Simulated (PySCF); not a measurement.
**Highest orbital energy against ionisation energy along group 13**

Calculated with PySCF 2.14, no spin-orbit coupling. Each cell gives −ε(HOMO) / ΔSCF in eV; NIST values include spin-orbit coupling, (s) semi-empirical, (t) theoretical.

| species | UHF | LDA | PBE | PBE0 | r2SCAN | NIST (lowest levels) |
| --- | --- | --- | --- | --- | --- | --- |
| B⁺ (def2-TZVPPD, non-relativistic) | 23.774 / 23.441 | 19.399 / 24.544 | 19.495 / 24.600 | 20.785 / 24.557 | 19.722 / 24.254 | 25.155 |
| Al⁺ (def2-TZVPPD, non-relativistic) | 17.748 / 17.531 | 14.898 / 18.915 | 14.788 / 18.783 | 15.737 / 18.675 | 14.926 / 18.385 | 18.829 |
| Ga⁺ (def2-TZVPPD, non-relativistic) | 18.719 / 18.445 | 16.340 / 20.774 | 16.031 / 20.415 | 16.912 / 20.090 | 16.302 / 20.138 | 20.515 |
| In⁺ (def2-TZVPPD with the def2 core potential (28 electrons), ECP) | 17.281 / 17.010 | 15.375 / 19.507 | 14.984 / 19.059 | 15.779 / 18.726 | 15.192 / 18.807 | 18.870 |
| Tl⁺ (def2-TZVPPD with the def2 core potential (60 electrons), ECP) | 18.720 / 18.362 | 16.678 / 20.985 | 16.275 / 20.514 | 17.135 / 20.195 | 16.480 / 20.329 | 20.428 |

Problem. How far is −ε(HOMO) from ΔSCF on average for each method, and why?

Solution. UHF 0.29 eV; LDA -4.41 eV; PBE -4.36 eV; PBE0 -3.18 eV; r2SCAN -3.86 eV. Hartree-Fock orbital energies lack relaxation and so exceed the ΔSCF value; semilocal functionals have convex E(N) from self-interaction, so their HOMO lies far too high; exact exchange moves hybrids part of the way back.
